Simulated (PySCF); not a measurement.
# A ladder of Hamiltonians for Ir(59+) (iridium, charge +59)

Occupied: 1s1/2, 2s1/2, 2p1/2, 2p3/2, 3s1/2, 3p1/2, 3p3/2. Hartree-Fock calculated with PySCF 2.14 in an even-tempered Gaussian basis (16 s from 8 bohr⁻², ratio 2.7; 14 p from 9.6 bohr⁻², ratio 2.7), Gaussian nucleus throughout. NR is non-relativistic, sf-X2C the spin-free one-electron X2C Hamiltonian, X2C adds the bare one-electron spin-orbit term, X2C-SNSO screens it by Boettger's factors, DC is four-component Dirac-Coulomb, and the Gaunt and Breit terms are added at first order (total energies over the DC spinors, levels after relaxing the spinors in that mean field). QED terms are absent. Levels marked empty are virtual spinors of this ion; the basis has s and p functions only, so 3d, which can lie below the n = 4 levels, is absent.

| Hamiltonian | E (hartree) | E − E(DC) (hartree) | CPU seconds |
| --- | --- | --- | --- |
| NR | -13161.7752 | 1007.1683 | 0.25 |
| sf-X2C | -14137.8903 | 31.0532 | 0.18 |
| X2C | -14163.3503 | 5.5932 | 0.18 |
| X2C-SNSO | -14161.9339 | 7.0095 | 0.18 |
| DC | -14168.9435 | 0.0000 | 9.7 |
| DC+Gaunt | -14149.8376 | 19.1059 | 17 |
| DC+Breit | -14151.6842 | 17.2593 | 52 |

**Question.** Give the 4p spin-orbit interval with each Hamiltonian that has one.

**Answer.** X2C 161.1; X2C-SNSO 156.5; DC 156.5; DC+Gaunt 154.9; DC+Breit 154.9 (eV).

```json
{"level (eV)": "1s1/2", "NR": "-74226.0", "sf-X2C": "-81002.4", "X2C": "-80976.2", "X2C-SNSO": "-80977.6", "DC": "-81080.1", "DC+Gaunt": "-80792.7", "DC+Breit": "-80814.2"}
{"level (eV)": "2s1/2", "NR": "-15965.5", "sf-X2C": "-17868.1", "X2C": "-17860.4", "X2C-SNSO": "-17860.8", "DC": "-17875.6", "DC+Gaunt": "-17842.9", "DC+Breit": "-17845.5"}
{"level (eV)": "2p1/2", "NR": "-15524.6", "sf-X2C": "-16116.8", "X2C": "-17343.8", "X2C-SNSO": "-17305.5", "DC": "-17314.8", "DC+Gaunt": "-17261.9", "DC+Breit": "-17266.9"}
{"level (eV)": "2p3/2", "NR": "-15524.6", "sf-X2C": "-16116.8", "X2C": "-15633.0", "X2C-SNSO": "-15644.9", "DC": "-15656.1", "DC+Gaunt": "-15620.9", "DC+Breit": "-15625.9"}
{"level (eV)": "3s1/2", "NR": "-6398.1", "sf-X2C": "-6972.9", "X2C": "-6970.6", "X2C-SNSO": "-6970.7", "DC": "-6974.3", "DC+Gaunt": "-6966.5", "DC+Breit": "-6967.3"}
{"level (eV)": "3p1/2", "NR": "-6211.6", "sf-X2C": "-6440.4", "X2C": "-6755.3", "X2C-SNSO": "-6745.6", "DC": "-6748.1", "DC+Gaunt": "-6735.0", "DC+Breit": "-6736.6"}
{"level (eV)": "3p3/2", "NR": "-6211.6", "sf-X2C": "-6440.4", "X2C": "-6313.7", "X2C-SNSO": "-6316.8", "DC": "-6319.3", "DC+Gaunt": "-6310.5", "DC+Breit": "-6312.1"}
{"level (eV)": "4s1/2 (empty)", "NR": "-3317.2", "sf-X2C": "-3535.4", "X2C": "-3534.9", "X2C-SNSO": "-3534.9", "DC": "-3536.1", "DC+Gaunt": "-3533.2", "DC+Breit": "-3533.6"}
{"level (eV)": "4p1/2 (empty)", "NR": "-3243.3", "sf-X2C": "-3341.9", "X2C": "-3457.0", "X2C-SNSO": "-3453.5", "DC": "-3454.4", "DC+Gaunt": "-3449.5", "DC+Breit": "-3450.2"}
{"level (eV)": "4p3/2 (empty)", "NR": "-3243.3", "sf-X2C": "-3341.9", "X2C": "-3295.9", "X2C-SNSO": "-3297.0", "DC": "-3297.8", "DC+Gaunt": "-3294.6", "DC+Breit": "-3295.2"}
```

Weight of the small component: 1s1/2 0.0850, 2s1/2 0.0198, 2p1/2 0.0197, 2p3/2 0.0177, 3s1/2 0.00749, 3p1/2 0.00739, 3p3/2 0.00686, 4s1/2 0.00346, 4p1/2 0.00353, 4p3/2 0.00328.

Koopmans' value for the highest occupied level at DC+Breit: 6312.1 eV, against an ionisation energy of 6315 ± 7 eV (theoretical estimate listed by NIST; NIST Atomic Spectra Database, ionization energies); the former lacks relaxation, correlation, QED and recoil.

The whole ladder took 92 s of wall time on 1 thread of Intel(R) Xeon(R) Platinum 8488C (shared host), launched as `OMP_NUM_THREADS=1 python relrun2.py TASK.json OUT` (a driver that calls PySCF for each Hamiltonian).
